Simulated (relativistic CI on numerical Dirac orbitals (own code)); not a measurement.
# What each ingredient does to the levels of Sr34+

Base calculation: Dirac-Coulomb-Breit CI, separate exchange-only KLI orbitals for each configuration, model QED (radiative potential, 1s self-energy scaled to tabulated hydrogen-like ionisation energies), unscaled Slater integrals.

CI space (outside the closed core 1s2): 2s2, 2s.2p, 2p2, 2p.3s, 2p.3p, 2s.3s, 2s.3p, 2s.3d, 2s.4s, 2s.4p, 2s.4d, 2s.4f, 2s.5s, 3s2, 2s.5p, 2s.5d, 2s.5f, 2s.5g, 3s.3p, 3p2. Levels of other configurations are missing.

The lowest level and the first level of each name with at least 55 % of one term (blank where a level has no safe partner in the second run):

| Level | Base (eV) | Shift (eV) |
| --- | --- | --- |
| 2s2 1S_0 | 0.00 | 0.00 |
| 2s.2p 3P°_0 | 66.84 | +0.30 |
| 2s.2p 3P°_1 | 78.85 | +0.30 |
| 2s.2p 3P°_2 | 146.44 | +0.30 |
| 2p2 3P_0 | 191.61 | +0.39 |
| 2s.2p 1P°_1 | 194.55 | +0.30 |
| 2p2 3P_1 | 254.47 | +0.39 |
| 2p2 1S_0 | 378.32 | +0.39 |
| 2s.3s 3S_1 | 2518.70 | +0.84 |
| 2s.3s 1S_0 | 2532.32 | +0.84 |
| 2s.3p 3P°_0 | 2551.80 | +1.05 |
| 2s.3p 3P°_1 | 2552.33 | +1.04 |
| 2s.3p 1P°_1 | 2573.67 | +1.00 |
| 2s.3p 3P°_2 | 2575.08 | +1.05 |
| 2s.3d 3D_1 | 2590.44 | +0.97 |
| 2s.3d 3D_2 | 2593.02 | +0.97 |
| 2s.3d 3D_3 | 2598.23 | +0.97 |
| 2p.3s 3P°_0 | 2603.92 | +0.61 |
| 2s.3d 1D_2 | 2609.02 | +0.97 |
| 2p.3s 3P°_1 | 2609.29 | +0.65 |
| 2p.3p 3D_1 | 2625.62 | +0.81 |
| 2p.3p 3P_0 | 2645.03 | +0.80 |

At this charge energies of transitions that change n are usually good to better than 1 %, and those within a shell (Δn = 0) to a few per cent.

(1) One thing was changed in a second run, which moved the levels as shown. Which?
A. Breit term removed
B. QED terms removed
C. configuration mixing switched off
D. P86 correlation estimate

## Answers

(1) D. P86 correlation estimate. A correlation estimate moves all levels of a configuration together before mixing; mixed levels move by a weighted share.

LS names give the leading component of a level, which can be under half, so a name can repeat, a term be missing and a line seem to break the LS rules.
